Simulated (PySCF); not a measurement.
## C₆ coefficients of unlike pairs at BLYP

Calculated with PySCF 2.14 from the dipole response of each species, C₆(A,B) = (3/π) ∫ α_A(iu) α_B(iu) du, in atomic units, from isotropic polarisabilities. For ions this is the dispersion term alone; charge-induced terms of lower order in 1/R come first.

```json
{"species": "Al⁺", "configuration": "[Ne] 3s2 (1S)", "basis": "aug-cc-pCVTZ-DK with one added diffuse shell each of s, p, d, f type (9s8p6d4f)", "relativity": "spin-free X2C", "α (bohr³)": "23.26", "C₆ (like pair)": "115.3"}
{"species": "Ar⁺", "configuration": "[Ne] 3s2 3p5 (2P)", "basis": "dyall-av3z (19s12p3d2f)", "relativity": "spin-free X2C", "α (bohr³)": "7.040", "C₆ (like pair)": "32.12"}
{"species": "Se²⁺", "configuration": "[Ar] 3d10 4s2 4p2 (3P)", "basis": "aug-cc-pVQZ-PP with ECP10MDF (7s6p5d3f2g)", "relativity": "core potential", "α (bohr³)": "9.288", "C₆ (like pair)": "42.75"}
{"species": "Ta", "configuration": "[Xe] 4f14 5d3 6s2 (4F)", "basis": "def2-QZVPPD with the def2 core potential (60 electrons) (7s6p4d3f2g)", "relativity": "core potential", "α (bohr³)": "79.42", "C₆ (like pair)": "992.4"}
```

Task: Estimate C₆ for Ta with Ar⁺.

Result: The integral gives 151.7. The combination rule 2 C_A C_B / (C_A α_B/α_A + C_B α_A/α_B) gives 141.6 and the geometric mean 178.5.

No spin-orbit coupling is included.

The other pairs:

```csv
pair,C₆
"Se²⁺, Ar⁺",36.77
"Ta, Se²⁺",185.1
"Ta, Al⁺",335.9
"Se²⁺, Al⁺",64.67
"Ar⁺, Al⁺",53.01
```
